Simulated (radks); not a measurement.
Excited configurations of neutral krypton: one electron is placed in a higher orbital outside [Ar] 3d10 4s2 4p5. The ground configuration is [Kr]. Method: Dirac Kohn-Sham, PBE, spin-unpolarised, spherical densities, finite nucleus; open shells are shared between the two j in proportion to 2j + 1; Fermi nuclear charge, rms radius 4.1884 fm; computed with a radial shooting solver on a logarithmic mesh with Libxc functionals. Excitation = E - E(ground); binding = E(ion) - E, where the ion is the core of charge +1; n* = 1/sqrt(2 binding) in atomic units, and the quantum defect is n - n*. Eigenvalue and <r> are those of j = l + 1/2.

outer orbital  excitation (eV)  binding (eV)     n*  quantum defect  eigenvalue (eV)  <r> (bohr)
5p                      11.727         2.569  2.301           2.699           -1.314       7.468
5d                      13.043         1.254  3.294           1.706           -0.655       14.50
6f                      13.845         0.452  5.489           0.511           -0.285       44.32
7s                      13.251         1.045  3.608           3.392           -0.665       21.03
7d                      13.745         0.551  4.967           2.033           -0.353       38.08

Estimate the row for 6d.

Answer. excitation (eV) 13.496; binding (eV) 0.801; n* 4.122; quantum defect 1.878; eigenvalue (eV) -0.481; <r> (bohr) 24.88. The Delta-SCF ionisation energy is 14.296 eV (NIST Atomic Spectra Database: 14.000 eV, measured). Self-interaction in the functional shifts the binding energies and quantum defects, so they are the method's values and not measured ones. Spin polarisation and multiplet splitting are left out, so open shells lie too high by an amount that depends on their filling. Sharing an open shell by 2j + 1 raises it above the true ground level by a part of the spin-orbit splitting, which enters the differences from NIST.

Beside tabulated values, note that spin-unpolarised runs miss the spin-polarisation part of the exchange energy of open shells.
